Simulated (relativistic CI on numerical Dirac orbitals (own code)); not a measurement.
# Re5+: resonant inelastic scattering at the O2,3 edge

Computed with this model: Dirac-Coulomb-Breit CI, orbitals from a KLI potential per configuration, a model potential for QED, valence Slater integrals scaled by 0.8, Kramers-Heisenberg scattering through one core-hole configuration in a parametric crystal field; configurations [Xe] 4f14 5d2 → [Kr] 4d10 4f14 5s2 5p5 5d3; 300 K; core-hole width 0.6 eV; summed over polarisations. Incident energies are the highest absorption maxima for each field (at most a few, so the weaker spin-orbit partner edge can be absent), on the computed scale of the free ion. Intensities are in per cent of the strongest line above 0.02 eV; levels within 1 cm⁻¹ are merged; final levels count from the ground level, the first row holds all elastic scattering, lines under 0.4 are left out and each table stops after 24 rows. The scale of the Slater integrals is a model choice and moves the terms in proportion.

Field parameters in Wybourne normalisation: D3d B²₀ = −7Dσ, B⁴₀ = −14Dq − 21Dτ, B⁴₃ = −14√(10/7) Dq; Oh B⁴₀ = 21Dq, B⁴₄ = √(5/14) B⁴₀. The field is a parameter set, without covalency, and values of 10Dq over about 45,000 cm⁻¹ lie beyond real compounds.

S is read from ⟨S²⟩ = S(S + 1).

Oh, 10Dq = 24550 cm⁻¹:

```
Final level (eV)  Degeneracy  Irrep     S  48.7 eV  59.5 eV  61.4 eV
           0.000           2      E  0.96    171.3     88.3    118.2
           0.070           3     T2  0.96     49.5     27.1    100.0
           0.767           3     T1  1.00      6.4      1.0      9.0
           0.948           1     A1  0.96      1.6      0.3     52.5
           1.731           3     T2  0.26      7.1      8.8     15.1
           1.859           2      E  0.17      0.6      3.6      7.0
           3.190           1     A2  1.00      2.5      4.1      0.3
           3.366           1     A1  0.43      1.9      3.3      6.0
           3.371           3     T2  0.94      2.6     12.6      7.9
           3.516           3     T1  0.98      4.1      7.4      7.5
           3.568           2      E  0.98      0.5     17.8      4.6
           4.363           1     A1  0.80      0.4      0.7      7.4
           4.376           3     T1  0.97      0.9      5.7      6.1
           4.467           3     T2  0.65      1.5      2.1      2.9
           4.840           2      E  0.96      0.9      2.6      1.4
           5.165           3     T2  0.63      0.6      2.8      1.2
           5.310           3     T1  0.13      0.8      1.5      5.3
           6.709           3     T2  0.96      1.3      2.2      1.2
```

Oh, 10Dq = 57700 cm⁻¹:

| Final level (eV) | Degeneracy | Irrep | S | 50.7 eV | 61.9 eV | 64.5 eV |
| --- | --- | --- | --- | --- | --- | --- |
| 0.000 | 2 | E | 0.97 | 167.9 | 152.6 | 132.4 |
| 0.028 | 3 | T2 | 0.97 | 32.1 | 33.4 | 4.0 |
| 0.648 | 3 | T1 | 1.00 | 9.0 | 6.3 | 30.2 |
| 0.775 | 1 | A1 | 0.96 | 2.2 | 1.0 | 7.6 |
| 1.705 | 3 | T2 | 0.10 | 3.2 | 17.0 | 20.0 |
| 1.740 | 2 | E | 0.11 | 1.8 | 13.5 | 20.7 |
| 3.552 | 1 | A1 | 0.12 | 0.0 | 4.6 | 22.3 |
| 7.122 | 1 | A2 | 1.00 | 3.6 | 3.5 | 10.4 |
| 7.224 | 3 | T2 | 0.99 | 3.2 | 48.3 | 64.1 |
| 7.413 | 3 | T1 | 0.98 | 2.3 | 20.3 | 73.1 |
| 7.421 | 2 | E | 1.00 | 5.3 | 35.7 | 100.0 |

D3d, 10Dq = 37550, Dσ = 920, Dτ = -350 cm⁻¹:

```
Final level (eV)  Degeneracy  Irrep     S  49.3 eV  60.3 eV  61.9 eV
           0.000           2      E  0.97    222.8    107.8    200.8
           0.013           1     A1  0.97     23.5     11.2     26.2
           0.092           2      E  0.96     46.2     23.6     54.9
           0.705           1     A2  1.00      2.9      0.4     14.0
           0.723           2      E  1.00      6.3      1.9     26.1
           0.864           1     A1  0.96      1.8      0.7    100.0
           1.740           1     A1  0.14      0.9      4.3      3.2
           1.743           2      E  0.16      1.3      9.0     20.2
           1.808           2      E  0.14      0.9      6.1      8.4
           3.511           1     A1  0.19      0.6      2.3      1.3
           4.573           1     A2  1.00      1.2      3.3      7.2
           4.689           2      E  0.98      3.1     14.9     26.1
           4.709           1     A1  0.98      1.4     12.3     12.2
           4.841           2      E  0.98      1.9     15.8      9.4
           4.902           1     A2  0.98      1.3      2.7      2.3
           4.927           2      E  0.99      2.1     21.2     14.0
           5.637           1     A1  0.95      1.5      3.1     11.9
           5.719           1     A2  0.97      0.9      4.9      1.0
           5.756           2      E  0.94      1.0      9.2      3.9
           5.822           2      E  0.75      2.0      6.6      2.5
           5.868           1     A1  0.66      1.4      2.0      0.7
           6.179           2      E  0.98      2.9      5.9     11.9
           6.529           2      E  0.53      2.0      3.8      2.5
           6.538           1     A1  0.60      1.1      3.3      1.1
```

For the first field the strongest loss at the lowest incident energy is the level at 0.07 eV (S = 0.96, against 0.96 in the thermal ground state). Levels of other spin, the first over 8 % at 1.73 eV, appear because spin-orbit coupling of the core hole, and in heavier ions of the valence shell too, mixes spins.
